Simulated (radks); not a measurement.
Task: Radial electron density D(r) = 4 pi r^2 rho(r) of an atom or ion with 36 electrons. Method: Dirac Kohn-Sham, LDA (Slater exchange, Perdew-Wang correlation), spin-unpolarised, spherical densities, finite nucleus; Fermi nuclear charge, rms radius of each element as measured or else 0.836 A^(1/3) + 0.57 fm; computed with a radial shooting solver on a logarithmic mesh with Libxc functionals.

| r (bohr) | D(r) (e/bohr) |
|---|---|
| 0.003944 | 6.025 |
| 0.005136 | 9.173 |
| 0.006688 | 13.60 |
| 0.008708 | 19.48 |
| 0.01134 | 26.70 |
| 0.01476 | 34.56 |
| 0.01923 | 41.61 |
| 0.02524 | 45.92 |
| 0.03286 | 45.68 |
| 0.04279 | 41.86 |
| 0.05572 | 38.57 |
| 0.07255 | 40.98 |
| 0.09447 | 49.35 |
| 0.123 | 55.41 |
| 0.1615 | 49.64 |
| 0.2102 | 36.70 |
| 0.2738 | 31.79 |
| 0.3565 | 37.39 |
| 0.4642 | 37.77 |
| 0.6044 | 25.69 |
| 0.787 | 12.55 |
| 1.033 | 7.320 |
| 1.345 | 6.529 |
| 1.752 | 4.766 |
| 2.281 | 2.243 |
| 2.97 | 0.6412 |
| 3.867 | 0.1023 |
| 5.035 | 0.007925 |

What is the nuclear charge?

Result: Z = 37. The innermost maximum, from 1s, lies near gamma/Z bohr with gamma = sqrt(1 - (Z/c)^2) = 0.963, here 0.026 bohr (found: 0.0285), and its height grows with Z. The density is that of the rubidium ion Rb+ in [Kr]; the configuration itself is not fixed sharply by these data, and Z only to a few units. D(r) has 3 maxima, at r = 0.0285, 0.126, 0.412 bohr, and minima at 0.0585, 0.263 bohr, inside which lie 2.08, 11.05 electrons.
